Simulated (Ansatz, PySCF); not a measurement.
Potential energy curve for CaH, doublet.

Levels: UKS-PBE = Ansatz (a quantum-chemistry and plane-wave program) with unrestricted PBE/def2-TZVP; UKS-r2SCAN = PySCF with unrestricted r2SCAN/def2-TZVP; UCCSD(T) = CCSD(T) on UHF/def2-TZVP, 5 core orbitals frozen (PySCF).

Energies relative to the lowest point of each curve near equilibrium, in kJ/mol; the last columns give the difference from UCCSD(T):

```json
[
 {"R / Å": "1.58", "UKS-PBE": "74.8", "UKS-r2SCAN": "77.5", "UCCSD(T)": "96.6", "UKS-PBE − UCCSD(T)": "-21.8", "UKS-r2SCAN − UCCSD(T)": "-19.1"},
 {"R / Å": "1.71", "UKS-PBE": "29.7", "UKS-r2SCAN": "30.9", "UCCSD(T)": "41.7", "UKS-PBE − UCCSD(T)": "-12.0", "UKS-r2SCAN − UCCSD(T)": "-10.8"},
 {"R / Å": "1.79", "UKS-PBE": "13.7", "UKS-r2SCAN": "14.3", "UCCSD(T)": "21.2", "UKS-PBE − UCCSD(T)": "-7.5", "UKS-r2SCAN − UCCSD(T)": "-6.9"},
 {"R / Å": "1.87", "UKS-PBE": "4.4", "UKS-r2SCAN": "4.6", "UCCSD(T)": "8.3", "UKS-PBE − UCCSD(T)": "-4.0", "UKS-r2SCAN − UCCSD(T)": "-3.7"},
 {"R / Å": "1.93", "UKS-PBE": "1.0", "UKS-r2SCAN": "1.0", "UCCSD(T)": "2.8", "UKS-PBE − UCCSD(T)": "-1.8", "UKS-r2SCAN − UCCSD(T)": "-1.7"},
 {"R / Å": "1.99", "UKS-PBE": "0.0", "UKS-r2SCAN": "0.0", "UCCSD(T)": "0.0", "UKS-PBE − UCCSD(T)": "0.0", "UKS-r2SCAN − UCCSD(T)": "0.0"},
 {"R / Å": "2.07", "UKS-PBE": "1.8", "UKS-r2SCAN": "1.9", "UCCSD(T)": "0.0", "UKS-PBE − UCCSD(T)": "1.8", "UKS-r2SCAN − UCCSD(T)": "1.9"},
 {"R / Å": "2.12", "UKS-PBE": "4.5", "UKS-r2SCAN": "4.6", "UCCSD(T)": "1.7", "UKS-PBE − UCCSD(T)": "2.8", "UKS-r2SCAN − UCCSD(T)": "3.0"},
 {"R / Å": "2.20", "UKS-PBE": "10.5", "UKS-r2SCAN": "10.9", "UCCSD(T)": "6.4", "UKS-PBE − UCCSD(T)": "4.1", "UKS-r2SCAN − UCCSD(T)": "4.5"},
 {"R / Å": "2.30", "UKS-PBE": "20.3", "UKS-r2SCAN": "21.2", "UCCSD(T)": "15.0", "UKS-PBE − UCCSD(T)": "5.4", "UKS-r2SCAN − UCCSD(T)": "6.3"},
 {"R / Å": "2.44", "UKS-PBE": "36.9", "UKS-r2SCAN": "38.8", "UCCSD(T)": "30.1", "UKS-PBE − UCCSD(T)": "6.8", "UKS-r2SCAN − UCCSD(T)": "8.7"},
 {"R / Å": "2.72", "UKS-PBE": "73.4", "UKS-r2SCAN": "77.6", "UCCSD(T)": "64.1", "UKS-PBE − UCCSD(T)": "9.3", "UKS-r2SCAN − UCCSD(T)": "13.5"}
]
```

UKS-PBE is furthest from UCCSD(T) at 1.58 (-21.8 kJ/mol, below); its mean absolute difference over the points is 6.4 kJ/mol.

UKS-r2SCAN is furthest from UCCSD(T) at 1.58 (-19.1 kJ/mol, below); its mean absolute difference over the points is 6.7 kJ/mol.

The scan ran from 1.58 to 7.90 Å; beyond the distances shown one of the unrestricted levels run for this scan, shown here or not, changes its spin distribution in one step.
